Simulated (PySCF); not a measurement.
**Exercise with solution: oscillator strength and radiative lifetime**

Al(H)(Me)(SMe) (C2H7AlS), SMILES [CH3][AlH][S]C.

Geometry optimised at PBE-D3(BJ)/def2-SVP. The structure was generated by enumeration; whether it is a known compound was not checked. One conformer was computed; it need not be the lowest.

TDDFT-PBE/def2-SVPD run with PySCF puts the first singlet state with f over 0.02 at 4.76 eV (vertical), with the transition dipole (0.358, -0.521, -0.503) in atomic units.

Problem. Find the oscillator strength, the wavelength and the radiative lifetime that this transition would have in vacuum if emission retraced absorption.

Solution. 
|μ|² = 0.6526 au, so |μ| = 2.05 D. ΔE = 4.76/27.211 = 0.1749 hartree. f = (2/3) ΔE |μ|² = 0.076 (the program prints 0.076).
λ = 1239.84/4.76 = 260 nm; ν = 38392 cm⁻¹.
Einstein's coefficient A = 0.6670 ν² f s⁻¹ (ν in cm⁻¹) = 7.5e7 s⁻¹, so τ = 1/A = 13 ns. This state is S1. The figure is the radiative limit of this one transition; relaxation, internal conversion, crossing to triplets and a medium change what is measured.
